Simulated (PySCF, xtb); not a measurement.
Cd(I)(OMe) (CH3CdIO), SMILES [I][Cd][O]C.

xtb with GFN2-xTB at its own geometry gives an orbital gap of 2.87 eV and a dipole moment of 7.14 D.

Coordinates come from a r2SCAN-D4/def2-SVP optimisation. The structure was generated by enumeration; whether it is a known compound was not checked. The def2 effective core potentials stand for the cores of Cd, I; spin–orbit coupling is left out. The values are those of a single conformer.

Problem. What does PBE/def2-TZVP (PySCF) give? (Estimate from the structure and the level; the computed values follow.)

Solution. gap 3.08 eV (levels -5.90 and -2.82 eV), dipole 1.08 D.
